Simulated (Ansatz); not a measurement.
SnO2⁻. The state is a doublet with charge -1. Geometry relaxed at r2SCAN-D4/def2-TZVPD.

```
atom   x (Å)   y (Å)   z (Å)
 Sn1  -0.091  -0.560  -0.064
  O2  -1.369   0.610  -0.846
  O3   1.460  -0.050   0.910
```

In the def2 sets Sn takes a core potential; there is no spin–orbit coupling. The structure comes from a short search, and lower isomers may exist.

(1) Estimate the harmonic wavenumbers at UKS r2SCAN-D4/def2-TZVPD (Ansatz, unscaled). Is this a minimum?

Answers

(1) 181, 661, 666 cm⁻¹. Yes, no mode is imaginary beyond noise. Zero-point energy 9.0 kJ/mol. Run time 7.5 s (4 threads of Intel Xeon Platinum 8375C on a shared host).
